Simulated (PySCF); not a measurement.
Cu2, SMILES [Cu][Cu], multiplicity 1. Geometry: PBE-D3(BJ)/def2-TZVP. The multiplicity is an assumed one; other spin states were not compared.

Computed equilibrium geometry at PBE-D3(BJ)/def2-TZVP (PySCF confirms it by a frequency run) as Cartesian coordinates in Å, and its point group:
point group D∞h.
```xyz
2

Cu     0.0000     0.0000    -1.1335
Cu     0.0000     0.0000     1.1335
```
